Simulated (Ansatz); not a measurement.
System: CH$_{3}$OS, charge -1, multiplicity 1. SMILES of the parent species: C[S]=O
Geometry from a B3LYP-D3(BJ)/def2-TZVP (Ansatz, a quantum-chemistry and plane-wave program) optimisation:
```
C
H 1 1.0973
H 1 1.0984 2 109.22
H 1 1.0984 2 109.22 3 -117.87
S 1 1.8292 2 108.98 4 -121.07
O 5 1.5798 1 104.31 2 180.00
```
Charge -1, spin multiplicity 1.

Parts of the frozen-core correlation energy in STO-3G (Ansatz, hartree). Frozen orbitals: 7; correlated occupied orbitals by spin: 10 and 10; virtual: 5 and 5. Spin-orbit coupling is left out. No relativistic terms.

```
term                            value
-------------------------  ----------
reference (HF)             -505.87857
MP2 opposite-spin                   ?
MP2 same-spin                -0.01064
CCSD correlation                    ?
(T)                                 ?
FCI minus CCSD(T)            -0.00086
T1 diagnostic                   0.019
largest doubles amplitude       0.074
```

Task: What belongs in the gaps?

Result: 
- MP2 opposite-spin, value: -0.08477
- CCSD correlation, value: -0.12927
- (T), value: -0.00231
